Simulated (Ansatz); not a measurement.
`O[CH](F)[SnH3]` and `C#C[CH](F)[SnH3]` differ in one atom or group.

Ansatz, PBE0-D4/def2-TZVP geometries, multiplicity 1. Each molecule was computed in one conformer, which needn't be the lowest.

Elements past krypton have def2 core potentials.

```
                                        property  `O[CH](F)[SnH3]`
               HOMO energy (PBE/def2-TZVPP) / eV             -6.31
              LUMO energy (PBE0/def2-TZVPP) / eV             -0.07
  size of the dipole moment (PBE/def2-TZVPP) / D              1.21
               LUMO energy (PBE/def2-TZVPP) / eV             -0.81
size of the dipole moment (B3LYP/def2-TZVPP) / D              1.43
              HOMO energy (PBE0/def2-TZVPP) / eV             -7.63
```

What does the change do to each property? (Best estimate.)

The calculation gave: 
```csv
property,`C#C[CH](F)[SnH3]`,shift
HOMO energy (PBE/def2-TZVPP) / eV,-6.24,0.07
LUMO energy (PBE0/def2-TZVPP) / eV,-0.41,-0.34
size of the dipole moment (PBE/def2-TZVPP) / D,1.49,0.28
LUMO energy (PBE/def2-TZVPP) / eV,-1.32,-0.51
size of the dipole moment (B3LYP/def2-TZVPP) / D,1.65,0.22
HOMO energy (PBE0/def2-TZVPP) / eV,-7.39,0.24
```

With PBE0 the HOMO rises by 0.24 eV and the LUMO falls by 0.34 eV, so the gap narrows by about 0.58 eV. PBE moves the HOMO by 0.07 eV and ωB97M-V by 0.32 eV. Dipoles are sizes alone; their direction can turn.

Positive LUMOs are unbound, so they and the gaps depend on the basis.

B3LYP here is the variant with VWN-RPA as its local correlation; programs differ in this.
